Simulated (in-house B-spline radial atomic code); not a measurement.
Configurations of the potassium ion K⁶⁺, with energies counted from [Ne] 3s2 (3p1/2)1. Level of theory: Dirac-Hartree-Fock, average of each configuration as written, Fermi nucleus of rms radius 3.4349 fm; calculated with a radial B-spline atomic code at the basis-set limit. Energies include first-order Breit, QED and recoil terms.

Occupations are held fixed; configurations that lie above the ionisation limit could autoionise.

```csv
configuration,E - E(ref) (eV),highest orbital,its <r> (bohr)
[Ne] 3s2 4s1,54.289,4s1/2,2.317
[Ne] 3s1 (3p1/2)1 (5p3/2)1,100.46,5p3/2,4.184
[Ne] 3s1 (3p3/2)1 (5f5/2)1,107.01,5f5/2,4.394
[Ne] 3s1 (3p1/2)1 (6g9/2)1,115.14,6g9/2,6.269
[He] 2s2 (2p1/2)2 (2p3/2)3 3s2 (3p1/2)1 (6f7/2)1,397.81,6f7/2,6.686
```

Order these further configurations by energy, lowest first.
A. [Ne] 3s1 (3p1/2)1 (7g9/2)1
B. [Ne] 3s2 (6f7/2)1
C. [Ne] 3s1 (3p1/2)1 (4f5/2)1
D. [Ne] 3s2 (3p3/2)1
E. [He] 2s2 (2p1/2)1 (2p3/2)4 3s2 (3p3/2)1 (7d5/2)1

D (0.39654 eV), C (91.182 eV), B (98.185 eV), A (120.06 eV), E (405.35 eV).
